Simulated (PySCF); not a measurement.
Cl₄F₂Ga₂, singlet (PBE0/def2-SVP optimised geometry):

```
8

Ga     1.708    -0.743     1.796
Ga    -0.596    -0.179     0.000
F      1.326    -0.179     0.000
Cl     2.437     0.886     2.932
Cl     2.438    -2.728     1.797
F     -0.213    -0.743     1.796
Cl    -1.326     1.807     0.000
Cl    -1.325    -1.807    -1.137
```

Level of theory: PBE0/def2-TZVP (PySCF).

Question: What are the frontier orbital energies and the dipole moment?

Answer: HOMO-2 -9.79 eV, HOMO-1 -9.73 eV, HOMO -9.66 eV, LUMO -2.14 eV, LUMO+1 -1.06 eV; dipole moment 0.00 D.

On the same geometry PBE/def2-TZVP run with PySCF gives HOMO-2 -8.33 eV, HOMO-1 -8.26 eV, HOMO -8.21 eV, LUMO -3.12 eV, LUMO+1 -2.12 eV; dipole moment 0.00 D.

Meta-Löwdin charges at PBE0/def2-TZVP: Ga1 0.94, Ga2 0.94, F3 -0.45, Cl4 -0.24, Cl5 -0.24, F6 -0.45, Cl7 -0.24, Cl8 -0.24.
